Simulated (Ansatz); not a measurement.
Loss of HF: C4H4F4 → C4H3F3 + HF

Species: C4H4F4 `FC1CC(F)C1(F)F`, singlet; C4H3F3 `FC1C=CC1(F)F`, singlet; HF (hydrogen fluoride), singlet. 

Shapes, held fixed at every level: PBE0-D4/def2-TZVP. Programs: Ansatz 0.2.0. The zero-point and thermal change to 298 K, harmonic and unscaled (PBE0-D4/def2-TZVP), is -11.5 kJ/mol.

```json
{"level": "PBE-D4/def2-TZVPP", "kind": "GGA", "ΔH(298 K) (kJ/mol)": "+65.1", "less CCSD(T)/CBS estimate": "+15.4", "CPU time (sum over the molecules)": "24 s"}
{"level": "B3LYP-D4/def2-TZVPP", "kind": "global hybrid", "ΔH(298 K) (kJ/mol)": "+58.6", "less CCSD(T)/CBS estimate": "+8.9", "CPU time (sum over the molecules)": "46 s"}
{"level": "PBE0-D4/def2-TZVPP", "kind": "global hybrid", "ΔH(298 K) (kJ/mol)": "+72.9", "less CCSD(T)/CBS estimate": "+23.2", "CPU time (sum over the molecules)": "30 s"}
{"level": "r2SCAN0-D4/def2-TZVPP", "kind": "global hybrid", "ΔH(298 K) (kJ/mol)": "+77.0", "less CCSD(T)/CBS estimate": "+27.3", "CPU time (sum over the molecules)": "49 s"}
{"level": "wB97M-V/def2-TZVPP", "kind": "range-separated hybrid", "ΔH(298 K) (kJ/mol)": "+68.8", "less CCSD(T)/CBS estimate": "+19.1", "CPU time (sum over the molecules)": "1.8 min"}
{"level": "B2PLYP/def2-TZVPP", "kind": "double hybrid", "ΔH(298 K) (kJ/mol)": "+53.4", "less CCSD(T)/CBS estimate": "+3.7", "CPU time (sum over the molecules)": "58 s"}
{"level": "CCSD(T)/def2-SVP", "kind": "coupled cluster or CI", "ΔH(298 K) (kJ/mol)": "+78.7", "less CCSD(T)/CBS estimate": "+29.0", "CPU time (sum over the molecules)": "2.6 min"}
{"level": "CCSD(T)/CBS estimate", "kind": "coupled cluster or CI", "ΔH(298 K) (kJ/mol)": "+49.7", "less CCSD(T)/CBS estimate": "0.0", "CPU time (sum over the molecules)": "84 min"}
```

The highest level, CCSD(T)/CBS estimate, gives ΔH(298 K) = +49.7 kJ/mol; the levels span +49.7 to +78.7. The column of differences is taken from that level and isn't an error. No measured value is set beside it here. The CBS estimate extrapolates MP2 from def2-TZVPP and def2-QZVPP and adds CCSD(T) − MP2 in the triple-zeta set, cores frozen. CCSD(T)/CBS estimate lies outside the range of all other levels here, so it shouldn't be taken on trust. Times are processor times on shared x86 and Arm servers, and rough.
